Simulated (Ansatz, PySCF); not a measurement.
Species: diiodo(methyl)borane, CH₃BI₂ (charge 0, singlet). SMILES: CB(I)I
Geometry: optimised at B3LYP-D3(BJ)/def2-TZVP (Ansatz, a program for electronic structure).

Unscaled harmonic wavenumbers (cm⁻¹) in rising order, each level at the stationary point that it reaches from this structure (no distance between atoms moves by over 0.3 Å); the order of modes can differ between levels, and a negative number is imaginary. B3LYP-D3(BJ)/def2-TZVP (PySCF, at the structure above): 58, 120, 232, 330, 356, 628, 809, 966, 1052, 1338, 1439, 1462, 3008, 3077, 3117.

HF/3-21G (Ansatz): 51, 125, 247, 336, 364, 626, 940, 1097, 1113, 1525, 1604, 1627, 3146, 3229, 3270. Zero-point energy 27.6 against 25.7 kcal/mol; where all levels lie over 400 cm⁻¹, the wavenumbers are on average 1.086 times those of B3LYP-D3(BJ)/def2-TZVP.

HF/6-31G* with LANL2DZ past Ar (Ansatz): 54, 129, 248, 344, 369, 642, 890, 1056, 1097, 1496, 1585, 1609, 3179, 3258, 3298. Zero-point energy 27.5 against 25.7 kcal/mol; where all levels lie over 400 cm⁻¹, the wavenumbers are on average 1.075 times those of B3LYP-D3(BJ)/def2-TZVP.

B3LYP/6-31G* with LANL2DZ past Ar (Ansatz): 50, 124, 237, 330, 353, 607, 822, 971, 1053, 1370, 1473, 1492, 3025, 3099, 3140. Zero-point energy 25.9 against 25.7 kcal/mol; where all levels lie over 400 cm⁻¹, the wavenumbers are on average 1.008 times those of B3LYP-D3(BJ)/def2-TZVP.
